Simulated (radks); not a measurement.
Results of a calculation; reference values are marked as such.
Species: the nitrogen ion N3+. Configuration: [He] 2s1.75 3s0.25 (fractional occupations, a model configuration). Level of theory: scalar-relativistic Kohn-Sham, SOGGA, spin-polarised, spherical densities, finite nucleus; open shells are filled with parallel spins first; Fermi nuclear charge, rms radius 2.5582 fm (a radial shooting solver on a logarithmic mesh with Libxc functionals).

Local quantities along the radius. ELF = 1/(1 + alpha^2) is the electron localisation function; alpha = (tau - tau_W)/tau_unif compares the Pauli kinetic energy density with that of the uniform gas (summed over spins); -r V(r) is the screened charge that the Kohn-Sham potential of spin up presents (atomic units). tau is taken from the large components.

r (bohr),ELF,alpha,-r V(r)
0.008995,1.000,2.765e-06,6.926
0.01134,1.000,4.479e-06,6.902
0.01419,1.000,7.232e-06,6.873
0.0179,1.000,0.00001207,6.835
0.02239,1.000,0.00002013,6.788
0.02801,1.000,0.00003429,6.731
0.03533,1.000,0.00006112,6.655
0.0442,1.000,0.0001101,6.565
0.05574,1.000,0.0002110,6.451
0.06973,1.000,0.0004147,6.318
0.08794,1.000,0.0008887,6.155
0.11,1.000,0.002000,5.974
0.1376,1.000,0.004944,5.774
0.1736,1.000,0.01430,5.551
0.2172,0.998,0.04641,5.324
0.2739,0.965,0.1898,5.075
0.3426,0.568,0.8719,4.829
0.4286,0.073,3.568,4.598
0.5406,0.037,5.102,4.271
0.6763,0.305,1.511,4.242
0.8529,0.948,0.2350,4.122
1.067,0.993,0.08238,3.971
1.335,0.936,0.2621,3.769
1.684,0.261,1.681,3.587
2.106,0.035,5.288,3.483
2.656,0.139,2.488,3.446
3.323,0.800,0.5000,3.361
4.191,0.991,0.09716,3.345
5.243,0.999,0.02276,3.276
6.559,1.000,0.006136,3.142

On this mesh the ELF has minima near r = 0.48, 2.1 bohr, which separate the shells, and maxima near 1.1 (0.99).

Self-consistent cycle (total energy in hartree, residual of the potential): 1: -50.424541, 2e+00; 2: -50.476685, 1e+00; 3: -50.520151, 2e-02; 4: -50.520185, 4e-03; 5: -50.520185, 4e-04; 6: -50.520185, 1e-05; 7: -50.520185, 4e-06; 8: -50.520185, 4e-06; 9: -50.520185, 4e-06; 10: -50.520185, 4e-06; 11: -50.520185, 1e-06; 12: -50.520185, 5e-07; 13: -50.520185, 4e-07; 14: -50.520185, 4e-07; 15: -50.520185, 4e-07; 16: -50.520185, 1e-07; 17: -50.520185, 1e-07; 18: -50.520185, 1e-07; 19: -50.520185, 8e-08; 20: -50.520185, 3e-08; 21: -50.520185, 1e-09.
